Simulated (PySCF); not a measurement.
## Cost against result

Saddle point of SiH₂SF₂, closed shell (SiF₂ + H₂S → SiH₂SF₂ ([F][SiH]([F])[SH]); bonds formed: Si1–H4, Si1–S5; bonds broken: H4–S5), PBE0-D4/def2-TZVP structure:

```
6
angstrom
Si 0.3108 -0.8124 0.3422
F -1.2097 -1.1561 0.6769
F 0.7042 -1.7074 -0.9150
H 0.9698 0.6624 0.4947
S 0.0569 1.3358 -0.7741
H -0.8319 1.6778 0.1753
```

Barriers are electronic and count from the start structure reached by relaxing down the imaginary mode.

Program: PySCF 2.14 with density fitting (its default auxiliary sets; JK sets also for MP2 and CCSD(T)). Basis: as named in each row. Cores are frozen in the correlated methods. B3LYP uses VWN-RPA correlation. Extrapolation: Hartree–Fock as exp(−7.88 √X), correlation as X^−2.97.

Times are rough, for one single point on 4 threads of a shared host (AMD EPYC 7B13).

The estimate by CCSD(T) at an estimated basis limit (MP2 extrapolated from triple and quadruple zeta, plus CCSD(T) − MP2 in triple zeta) is 1.153 eV.

| method | basis | time (s) | barrier (eV) | method less estimate |
| --- | --- | --- | --- | --- |
| HF | STO-3G | under 1 | 2.709 | 1.556 |
| B3LYP-D4 | 6-31G | 2 | 1.617 | 0.464 |
| MP2 | def2-QZVPP | 3 | 1.106 | -0.047 |
| PBE0-D4 | def2-SVP | 3 | 1.121 | -0.032 |
| PBE-D4 | def2-SVP | 3 | 0.911 | -0.242 |
| SPW92 | def2-TZVPP | 5 | 0.689 | -0.464 |
| BHLYP-D4 | def2-TZVPP | 6 | 1.380 | 0.227 |
| PBE0-D4 | def2-TZVPP | 7 | 1.024 | -0.128 |
| B3LYP-D4 | def2-TZVPP | 7 | 1.158 | 0.005 |
| CCSD(T) | def2-SVP | 7 | 1.468 | 0.316 |
| PBE-D4 | def2-TZVPP | 8 | 0.853 | -0.299 |
| r2SCAN-D4 | def2-TZVPP | 13 | 0.860 | -0.293 |
| wB97M-V | def2-TZVPP | 110 | 1.353 | 0.200 |
| CCSD(T) | def2-TZVPP | 130 | 1.222 | 0.069 |

All methods are single points on the PBE0-D4 structures.

T1 diagnostic: at most 0.016. The restricted Hartree–Fock reference is unstable towards an unrestricted one at one or more of these structures.

Losses and insertions of silylenes and their heavier kin drive the gas-phase chemistry of silicon and germanium vapour deposition.

Labels in which every atom is bracketed show which atoms are joined, not bond orders.
